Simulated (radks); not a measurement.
The numbers below are computed, except where a source is named.
Problem. The argon ion Ar5+ is in [Ne] 3s2 3p(1/2: 1, 3/2: 0). Code: a radial shooting solver on a logarithmic mesh with Libxc functionals. Model: Dirac Kohn-Sham, BLYP, spin-unpolarised, spherical densities, finite nucleus; Fermi nuclear charge, rms radius of each element as measured or else 0.836 A^(1/3) + 0.57 fm. Sub-shells are occupied by j as written (lower j first in brackets). One electron is removed from 3s1/2, 2p3/2, 2p1/2, 3p1/2 in turn, with full relaxation. Which removal costs least, and what does each cost?

Solution. 3p1/2 90.736 eV; 3s1/2 107.35 eV; 2p3/2 345.76 eV; 2p1/2 348.18 eV. The 3p1/2 electron leaves first.
